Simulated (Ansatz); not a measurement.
System: C4H13NSi (charge 0, singlet). SMILES: CCN([SiH3])CC
Structure (B3LYP-D3(BJ)/def2-TZVP (Ansatz, a first-principles code) minimum search):
```xyz
19

C      2.3995    -0.6161     0.0017
C      1.1496    -0.7310    -0.8718
N     -0.0668    -0.1758    -0.2837
Si    -0.4356     1.4978    -0.4945
C     -0.5965    -0.9542     0.8325
C     -2.0416    -0.6197     1.1736
H      3.2623    -1.0552    -0.5045
H      2.6274     0.4304     0.2154
H      2.2729    -1.1344     0.9534
H      0.9653    -1.7867    -1.1047
H      1.3310    -0.2309    -1.8249
H      0.3495     1.9542    -1.6639
H     -0.0800     2.3532     0.6742
H     -1.8781     1.7205    -0.7497
H      0.0180    -0.8335     1.7362
H     -0.5336    -2.0137     0.5585
H     -2.1512     0.4092     1.5238
H     -2.6897    -0.7526     0.3064
H     -2.3935    -1.2731     1.9734
```
Charge 0, spin multiplicity 1.

Wanted: atomisation energy (electronic, to ground-state atoms); the coupled-cluster value holds the core correlation from cc-pwCVTZ, in eV. Correlated levels leave the core frozen unless marked. Open shells are spin-unrestricted. No spin-orbit coupling. Non-relativistic. Basis-set limits of correlation are two-point, X^-3; Hartree-Fock from the larger set. The bracket is a focal-point correction in the basis named.

Level to compare with: RI-MP2/CBS(aug-cc-pV(T+d)Z,aug-cc-pV(Q+d)Z)+[CCSD(T)-MP2]/aug-cc-pV(T+d)Z plus the core term (Ansatz), 73.16 eV. It is a level with limits of its own, and the differences hold the functionals' basis error too.

Task: Rank these functionals by how close they come to RI-MP2/CBS(aug-cc-pV(T+d)Z,aug-cc-pV(Q+d)Z)+[CCSD(T)-MP2]/aug-cc-pV(T+d)Z, closest first: LC-wPBE/def2-TZVPD (Ansatz); B3LYP/def2-TZVPD (Ansatz); BLYP/def2-TZVPD (Ansatz).

Result: LC-wPBE/def2-TZVPD (range-separated hybrid, 72.56 eV, difference -0.60), B3LYP/def2-TZVPD (global hybrid, 72.32 eV, difference -0.84), BLYP/def2-TZVPD (GGA, 71.60 eV, difference -1.56)
